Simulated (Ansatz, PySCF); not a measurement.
Species: sum formula BH₂Br, net charge 0, singlet state. 
Geometry from a B3LYP-D3(BJ)/def2-TZVP (Ansatz, a program for electronic structure) optimisation:
```
B
H 1 1.1835
H 1 1.1835 2 124.44
Br 1 1.9031 2 117.78 3 180.00
```
Charge 0, spin multiplicity 1.

Wanted: atomisation energy (electronic, to ground-state atoms), in kJ/mol. Cores are frozen in the correlated levels unless marked. Open shells are spin-unrestricted. No spin-orbit coupling. Frozen are the shells of the preceding noble gas and the d and f shells that filled before the atom's block. No relativistic terms. The coupled-cluster limit lacks core correlation, which all-electron functionals hold. Basis-set limits of correlation are two-point, X^-3; Hartree-Fock from the larger set (for Q and 5 zeta extrapolated as (X+1)exp(-9√X)).

```
level                           program  atomisation energy (kJ/mol)
-----------------------  --------------  ---------------------------
HF/aug-cc-pVDZ                   Ansatz                        929.6
HF/aug-cc-pVQZ                   Ansatz                        942.2
HF/cc-pVQZ                       Ansatz                        942.2
SVWN5/def2-TZVPD                 Ansatz                       1327.9
B3LYP-D3(BJ)/def2-TZVPD  Ansatz + dftd3                       1192.2
PBE0-D4/def2-TZVP        Ansatz + dftd4                       1191.3
M06-2X/def2-TZVPD                 PySCF                       1184.5
```

### Question
What does CCSD(T)/CBS(cc-pVQZ,cc-pV5Z) (Ansatz) give?

### Answer
1179.9 kJ/mol, so M06-2X/def2-TZVPD differs from it by 4.6 kJ/mol.
